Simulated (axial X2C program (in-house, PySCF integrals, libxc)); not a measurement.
## Worked dissociation energy of GaH⁻: M06, without spin–orbit coupling

All values were computed with an in-house relativistic program for diatomic molecules. Spin-free means the one-electron spin-free X2C Hamiltonian. Basis: Ga dyall-acv3z [10s10p8d5f1g], H dyall-av3z [7s3p2d] (cores contracted in-house); Gaussian nuclei, density fitting, unrestricted open shells. Masses: Ga 68.926 u, H 1.008 u.

Molecular state: M_S = 1/2, Λ = 1 (beyond evenly filled blocks: π+α).

- E(Ga) (2M_S = 1, M_L = 1): -1943.900221 hartree
- E(H-) (2M_S = 0, M_L = 0): -0.524955 hartree
- E(GaH⁻) at Re: -1944.512260 hartree
- ωe: 1317.7 cm⁻¹
- ωexe: 29 cm⁻¹

(1) Work out De and D0.

Occupations by symmetry block were frozen at the best pattern of an incomplete PBE0 search. Dissociation energies refer to the lowest single-determinant-based atoms at the same level and basis. The highest occupied level is positive at some bond lengths even in Hartree–Fock (under at least one Hamiltonian), so the basis set holds the extra electron there; where that holds at Re the anion is at best weakly bound and its constants depend on the basis. The functionals have no current-density term, which raises determinants with orbital currents, atoms included. Spin-free De lacks the spin–orbit lowering of the heavy p-block atom, a tenth of an eV or more for 4p and 5p, up to an eV for 6p and one to two eV for 7p atoms, less what an open-shell molecule gains itself.

Each atomic determinant is the lowest at this level and need not be a pure term. Totals compare only within one Hamiltonian and basis.

Answers

(1) De = -1943.900221 + (-0.524955) − (-1944.512260) = 0.08708 hartree = 2.370 eV. The zero-point energy is ωe/2 − ωexe/4 = 652 cm⁻¹ = 0.081 eV, so D0 = 2.289 eV.
